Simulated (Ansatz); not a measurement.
A run for Ansatz (a quantum-chemistry and plane-wave program): R-wB97M-V/def2-TZVPPD on HBr (SMILES Br). Files ending in .json are basis or fitting sets from the Basis Set Exchange.

Ansatz 0.2 input:
```yaml
crystal:
  periodic: [false, false, false]
  atoms:
    - {symbol: Br, position_ang: [-0.33061094, 0.13122235, -0.57024730]}
    - {symbol: H, position_ang: [-0.35181744, 0.14657662, 0.87493129]}
basis:
  gaussian:
    orbitals: def2-TZVPPD.json
hamiltonian:
  xc: {name: wB97M-V}
scf: {lower_state_search: off}
```

**Question.** Predict the final total energy.

**Answer.** -2574.6094 hartree.
